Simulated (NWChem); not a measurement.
System: SeO, triplet; SMILES O=[Se]

Input file for NWChem:

```
start job
memory heap 200 mb stack 900 mb global 1100 mb
geometry units angstroms
  O      0.000000     0.000000    -1.317428
  Se     0.000000     0.000000     0.324451
end
basis spherical
  O library def2-svp
  Se library def2-svp
end
dft
  odft
  mult 3
  xc xcamb88 1.00 lyp 0.81 vwn_5 0.19 hfexch 1.00
  cam 0.33 cam_alpha 0.19 cam_beta 0.46
  iterations 150
end
driver
  maxiter 120
end
task dft optimize
task dft freq
```

NWChem printed, in part:

```
             Northwest Computational Chemistry Package (NWChem) 7.3.0
             --------------------------------------------------------

 ORDER OF PRIMARY AXIS IS BEING SET TO 4
 C4V symmetry detected

                             Geometry "geometry" -> ""
                             -------------------------

 Output coordinates in angstroms (scale by  1.889725989 to convert to a.u.)

  No.       Tag          Charge          X              Y              Z
 ---- ---------------- ---------- -------------- -------------- --------------
    1 O                    8.0000     0.00000000     0.00000000    -1.32914014
    2 Se                  34.0000     0.00000000     0.00000000     0.31273886

 Effective nuclear repulsion energy (a.u.)      87.6655415703

      Symmetry information
      --------------------

 Group name             C4v
 Group number             18
 Group order               8
 No. of unique centers     2

                                Z-matrix (autoz)
                                --------

 Units are Angstrom for bonds and degrees for angles

      Type          Name      I     J     K     L     M      Value
      ----------- --------  ----- ----- ----- ----- ----- ----------
    1 Stretch                  1     2                       1.64188

                           NWChem Geometry Optimization
                           ----------------------------

 maximum gradient threshold         (gmax) =   0.000450
 rms gradient threshold             (grms) =   0.000300
 maximum cartesian step threshold   (xmax) =   0.001800
 rms cartesian step threshold       (xrms) =   0.001200
 fixed trust radius                (trust) =   0.300000
 source of zmatrix                         =   autoz

          -------------------
          Energy Minimization
          -------------------

 Using diagonal initial Hessian
 Scaling for Hessian diagonals: bonds = 1.00  angles = 0.25  torsions = 0.10

          --------
          Step   0

                                 NWChem DFT Module
                                 -----------------

[...]

      ----------------------
      Optimization converged
      ----------------------

  Step       Energy      Delta E   Gmax     Grms     Xrms     Xmax
  ---- ---------------- -------- -------- -------- -------- --------
@    2   -2476.45794351  7.8D-08  0.00000  0.00000  0.00002  0.00004
                                     ok       ok       ok       ok

                                Z-matrix (autoz)
                                --------

 Units are Angstrom for bonds and degrees for angles

      Type          Name      I     J     K     L     M      Value     Gradient
      ----------- --------  ----- ----- ----- ----- ----- ---------- ----------
    1 Stretch                  1     2                       1.63807    0.00000

                         Geometry "geometry" -> "geometry"
                         ---------------------------------

 Output coordinates in angstroms (scale by  1.889725989 to convert to a.u.)

  No.       Tag          Charge          X              Y              Z
 ---- ---------------- ---------- -------------- -------------- --------------
    1 O                    8.0000     0.00000000     0.00000000    -1.32723475
    2 Se                  34.0000     0.00000000     0.00000000     0.31083346

 Effective nuclear repulsion energy (a.u.)      87.8694860088

      Symmetry information
      --------------------

 Group name             C4v
 Group number             18
 Group order               8
 No. of unique centers     2

                Final and change from initial internal coordinates
                --------------------------------------------------

                                Z-matrix (autoz)
                                --------

 Units are Angstrom for bonds and degrees for angles

[...]

 Rotational Constants
 --------------------
 A=   0.000000 cm-1  (  0.000000 K)
 B=   0.472393 cm-1  (  0.679653 K)
 C=   0.472393 cm-1  (  0.679653 K)

 Temperature                      =   298.15K
 frequency scaling parameter      =   1.0000

 Linear Molecule

 Zero-Point correction to Energy  =    1.389 kcal/mol  (  0.002214 au)
 Thermal correction to Energy     =    2.895 kcal/mol  (  0.004614 au)
 Thermal correction to Enthalpy   =    3.488 kcal/mol  (  0.005558 au)

 Total Entropy                    =   53.720 cal/mol-K
   - Translational                =   39.545 cal/mol-K (mol. weight =  94.9132)
   - Rotational                   =   14.071 cal/mol-K (symmetry #  =        1)
   - Vibrational                  =    0.105 cal/mol-K

 Cv (constant volume heat capacity) =    5.374 cal/mol-K
   - Translational                  =    2.979 cal/mol-K
   - Rotational                     =    1.986 cal/mol-K
   - Vibrational                    =    0.408 cal/mol-K

[normal modes left out]

 ----------------------------------------------------------------------------
 Normal Eigenvalue ||           Projected Infra Red Intensities
  Mode   [cm**-1]  || [atomic units] [(debye/angs)**2] [(KM/mol)] [arbitrary]
 ------ ---------- || -------------- ----------------- ---------- -----------
    1       -0.000 ||    0.004670           0.108         4.553      16.687
    2       -0.000 ||    0.000946           0.022         0.923       3.382
    3        0.000 ||    0.000000           0.000         0.000       0.000
    4        0.000 ||    0.000946           0.022         0.923       3.382
    5        0.000 ||    0.004670           0.108         4.553      16.687
    6      972.211 ||    0.005558           0.128         5.418      19.861
 ----------------------------------------------------------------------------
```

Level: CAM-B3LYP/def2-SVP, spin-unrestricted. This build's default masses of Se (78.918 u) and Br (79.917 u) are each other's, which moves their modes by up to 0.6 %. No stability test was run on the SCF state.
